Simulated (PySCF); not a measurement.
Computed shifts of a molecule CH5FO2Si2, PySCF with PBE/pcSseg-1, GIAO, gas phase, equivalent atoms averaged, in ppm (number of nuclei): ¹³C: 185.1 (1). ²⁹Si: -3.8 (1), -111.5 (1). ¹⁹F: -238.9 (1). ¹H: 6.81 (1), 6.02 (1), 3.85 (3). References: ¹⁷O against H2O (σ = 334.3 ppm); ¹³C against TMS (σ = 182.0 ppm); ²⁹Si against TMS (σ = 335.4 ppm); ¹⁹F against CFCl3 (σ = 133.6 ppm); ¹H against TMS (σ = 31.49 ppm), references at their B3LYP-D3(BJ)/def2-TZVP geometries, non-relativistic. Geometry optimised at ωB97X-D3(BJ)/def2-SVP. Other conformers were not sampled.

Task: Which structure fits?
A) O[C@@H]1[SiH2]O[Si@@H]1F
B) O[Si@]1(F)CO[SiH2]1
C) O=C(O)[Si@@H](F)[SiH3]
D) O=CO[SiH2][SiH2]F

Result: C, O=C(O)[Si@@H](F)[SiH3]
